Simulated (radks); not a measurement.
Effect of the nuclear size on neutral selenium, [Ar] 3d10 4s2 4p4. All-electron calculation, Dirac Kohn-Sham, PBE, spin-unpolarised, spherical densities, finite nucleus; open shells are shared between the two j in proportion to 2j + 1; Fermi nuclear charge, rms radius 4.14 fm. Program: a radial shooting solver on a logarithmic mesh with Libxc functionals. The rms radius is varied about that value; shifts are against it.

rms radius (fm) = 3.5438: total energy shift (eV) -0.125; density at nucleus (e/bohr^3) 4.02e+04; 1s1/2 shift (meV) -53.0; 2s1/2 shift (meV) -5.27; 3s1/2 shift (meV) -0.812; 3p1/2 shift (meV) 0.077; 4s1/2 shift (meV) -0.075
rms radius (fm) = 3.9578: total energy shift (eV) -0.0401; density at nucleus (e/bohr^3) 3.989e+04; 1s1/2 shift (meV) -17.0; 2s1/2 shift (meV) -1.69; 3s1/2 shift (meV) -0.261; 3p1/2 shift (meV) 0.025; 4s1/2 shift (meV) -0.024
rms radius (fm) = 4.14: total energy shift (eV) 0; density at nucleus (e/bohr^3) 3.976e+04; 1s1/2 shift (meV) 0.000; 2s1/2 shift (meV) 0.000; 3s1/2 shift (meV) 0.000; 3p1/2 shift (meV) 0.000; 4s1/2 shift (meV) 0.000
rms radius (fm) = 4.3967: total energy shift (eV) 0.0593; density at nucleus (e/bohr^3) 3.959e+04; 1s1/2 shift (meV) 25.2; 2s1/2 shift (meV) 2.50; 3s1/2 shift (meV) 0.386; 3p1/2 shift (meV) -0.037; 4s1/2 shift (meV) 0.036
rms radius (fm) = 4.9597: total energy shift (eV) 0.201; density at nucleus (e/bohr^3) 3.925e+04; 1s1/2 shift (meV) 85.3; 2s1/2 shift (meV) 8.49; 3s1/2 shift (meV) 1.31; 3p1/2 shift (meV) -0.125; 4s1/2 shift (meV) 0.121

Slopes of the eigenvalues against <r^2> in GHz/fm^2, as finite differences over the two radii next to the reference (eigenvalue slopes, not the field-shift constants of lines): 1s1/2 2780, 2s1/2 277, 3s1/2 42.6, 3p1/2 -4.06, 4s1/2 3.95.
